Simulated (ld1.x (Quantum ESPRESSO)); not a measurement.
## Transferability test, PAW potential for V

V (Z = 23), PAW, made with ld1.x (Quantum ESPRESSO) 7.5 (PBEsol, fully relativistic). Core [Ne], reference 3s2 3p6 3d3.5 4s1.5 4p0. Waves: 3s (bound): rcut 1.30, rcutus 1.80 bohr; 4s (bound): rcut 1.30, rcutus 1.80 bohr; 3p (bound): rcut 1.40, rcutus 1.60 bohr; 4p (bound, empty): rcut 1.40, rcutus 1.60 bohr; 3d (bound): rcut 1.55, rcutus 1.70 bohr; 3d channel at 1.95 Ry: rcut 1.55, rcutus 1.70 bohr. Local part: all-electron potential smoothed inside 1.65 bohr (lloc = -1). Core correction: Bessel-smoothed model core, default radius (core density twice the valence density). Augmentation charge: BESSEL, radius 0.95 bohr.

Open shells are filled in proportion to 2j + 1 (rel_dist='average').

Energies are relative to the spin-unpolarised reference configuration 3s2 3p6 3d3.5 4s1.5 4p0; without spin polarisation the order of configurations can differ from experiment. Not all tests gave a result: 1 of 7 tests not solved or not reliable. Left out of the table: 3s2 3p6 3d1 4s0 4p0 (solver errors, printed error -897 eV).

Q: Give the all-electron excitation energy and the error of the potential for: 3s2 3p6 3d3 4s2 4p0; 3s2 3p6 3d3 4s1 4p0; 3s2 3p6 3d3 4s0 4p0; 3s2 3p6 3d2 4s2 4p0; 3s2 3p6 3d3 4s1.5 4p0; 3s2 3p6 3d2 4s0 4p0.

A:

```csv
valence configuration,charge,ΔE all-electron (eV),error AE − PS (meV)
3s2 3p6 3d3 4s2 4p0,0,-0.052,+1.0
3s2 3p6 3d3 4s1 4p0,+1,7.698,-0.1
3s2 3p6 3d3 4s0 4p0,+2,21.901,+0.3
3s2 3p6 3d2 4s2 4p0,+1,10.944,+13
3s2 3p6 3d3 4s1.5 4p0,+0.5,3.048,+0.4
3s2 3p6 3d2 4s0 4p0,+3,50.750,+11
```

Levels in the configuration 3s2 3p6 3d3 4s0 4p0:

```
   level  all-electron (eV)  pseudo (eV)
3s j=1/2            -86.517      -86.517
3p j=1/2            -60.992      -60.993
3p j=3/2            -60.160      -60.161
3d j=3/2            -21.311      -21.311
3d j=5/2            -21.239      -21.240
```

The ghost test of this file was not conclusive.
